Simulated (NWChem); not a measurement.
## H3S (+1) in NWChem

Everything below was run with NWChem. The geometry was optimised at PBE/def2-SVP, a minimum by its harmonic frequencies.

Job file:

```
start mol
memory heap 200 mb stack 900 mb global 1100 mb
charge 1
geometry "system" units angstroms nocenter noautoz noautosym
  S     -0.000358     0.116631     0.000000
  H     -0.579034    -0.623810     1.006236
  H     -0.579034    -0.623810    -1.006236
  H      1.163791    -0.618477     0.000000
end
set geometry "system"
basis spherical
  * library 6-31g*
end
dft
  xc b3lyp
  semidirect memsize 60000000 filesize 0
  iterations 100
  convergence energy 1e-10 density 1e-9 gradient 1e-8
  tolerances tight
end
task dft energy
rt_tddft
  tmax 150.0
  dt 0.2
  tag "kick"
  print dipole
  field "kick"
    type delta
    polarization y
    max 0.0001
  end
  excite "system" with "kick"
end
task dft rt_tddft
```

Change of the dipole's y component after the kick, in units of 1e-4 a.u.:

```json
[
 {"time (a.u.)": "0.0", "Δμ": "0.000"},
 {"time (a.u.)": "0.4", "Δμ": "0.205"},
 {"time (a.u.)": "0.8", "Δμ": "0.404"},
 {"time (a.u.)": "1.2", "Δμ": "0.601"},
 {"time (a.u.)": "1.6", "Δμ": "0.673"},
 {"time (a.u.)": "2.0", "Δμ": "0.688"},
 {"time (a.u.)": "2.4", "Δμ": "0.629"},
 {"time (a.u.)": "2.8", "Δμ": "0.498"},
 {"time (a.u.)": "3.2", "Δμ": "0.382"},
 {"time (a.u.)": "3.6", "Δμ": "0.229"},
 {"time (a.u.)": "4.0", "Δμ": "0.145"},
 {"time (a.u.)": "4.4", "Δμ": "0.073"},
 {"time (a.u.)": "4.8", "Δμ": "0.057"},
 {"time (a.u.)": "5.2", "Δμ": "0.072"},
 {"time (a.u.)": "5.6", "Δμ": "0.087"},
 {"time (a.u.)": "6.0", "Δμ": "0.117"},
 {"time (a.u.)": "6.4", "Δμ": "0.099"},
 {"time (a.u.)": "6.8", "Δμ": "0.067"},
 {"time (a.u.)": "7.2", "Δμ": "-0.010"},
 {"time (a.u.)": "7.6", "Δμ": "-0.119"},
 {"time (a.u.)": "8.0", "Δμ": "-0.220"},
 {"time (a.u.)": "8.4", "Δμ": "-0.346"},
 {"time (a.u.)": "8.8", "Δμ": "-0.417"},
 {"time (a.u.)": "9.2", "Δμ": "-0.476"},
 {"time (a.u.)": "9.6", "Δμ": "-0.485"},
 {"time (a.u.)": "10.0", "Δμ": "-0.443"},
 {"time (a.u.)": "10.4", "Δμ": "-0.397"},
 {"time (a.u.)": "10.8", "Δμ": "-0.291"},
 {"time (a.u.)": "11.2", "Δμ": "-0.222"},
 {"time (a.u.)": "11.6", "Δμ": "-0.125"},
 {"time (a.u.)": "12.0", "Δμ": "-0.060"},
 {"time (a.u.)": "12.4", "Δμ": "-0.015"},
 {"time (a.u.)": "12.8", "Δμ": "0.038"},
 {"time (a.u.)": "13.2", "Δμ": "0.047"},
 {"time (a.u.)": "13.6", "Δμ": "0.100"},
 {"time (a.u.)": "14.0", "Δμ": "0.122"},
 {"time (a.u.)": "14.4", "Δμ": "0.187"},
 {"time (a.u.)": "14.8", "Δμ": "0.250"},
 {"time (a.u.)": "15.4", "Δμ": "0.367"},
 {"time (a.u.)": "15.8", "Δμ": "0.418"},
 {"time (a.u.)": "16.2", "Δμ": "0.464"},
 {"time (a.u.)": "16.6", "Δμ": "0.481"},
 {"time (a.u.)": "17.0", "Δμ": "0.437"},
 {"time (a.u.)": "17.4", "Δμ": "0.392"},
 {"time (a.u.)": "17.8", "Δμ": "0.270"},
 {"time (a.u.)": "18.2", "Δμ": "0.164"},
 {"time (a.u.)": "18.6", "Δμ": "0.025"},
 {"time (a.u.)": "19.0", "Δμ": "-0.104"},
 {"time (a.u.)": "19.4", "Δμ": "-0.204"},
 {"time (a.u.)": "19.8", "Δμ": "-0.305"},
 {"time (a.u.)": "20.2", "Δμ": "-0.349"},
 {"time (a.u.)": "20.6", "Δμ": "-0.392"},
 {"time (a.u.)": "21.0", "Δμ": "-0.404"},
 {"time (a.u.)": "21.4", "Δμ": "-0.392"},
 {"time (a.u.)": "21.8", "Δμ": "-0.391"},
 {"time (a.u.)": "22.2", "Δμ": "-0.349"},
 {"time (a.u.)": "22.6", "Δμ": "-0.326"},
 {"time (a.u.)": "23.0", "Δμ": "-0.266"},
 {"time (a.u.)": "23.4", "Δμ": "-0.201"},
 {"time (a.u.)": "23.8", "Δμ": "-0.123"},
 {"time (a.u.)": "24.2", "Δμ": "-0.017"},
 {"time (a.u.)": "24.6", "Δμ": "0.068"},
 {"time (a.u.)": "25.0", "Δμ": "0.178"},
 {"time (a.u.)": "25.4", "Δμ": "0.243"},
 {"time (a.u.)": "25.8", "Δμ": "0.299"},
 {"time (a.u.)": "26.2", "Δμ": "0.318"},
 {"time (a.u.)": "26.6", "Δμ": "0.292"},
 {"time (a.u.)": "27.0", "Δμ": "0.266"},
 {"time (a.u.)": "27.4", "Δμ": "0.190"},
 {"time (a.u.)": "27.8", "Δμ": "0.152"},
 {"time (a.u.)": "28.2", "Δμ": "0.100"},
 {"time (a.u.)": "28.6", "Δμ": "0.086"},
 {"time (a.u.)": "29.0", "Δμ": "0.107"},
 {"time (a.u.)": "29.4", "Δμ": "0.125"},
 {"time (a.u.)": "29.8", "Δμ": "0.194"}
]
```
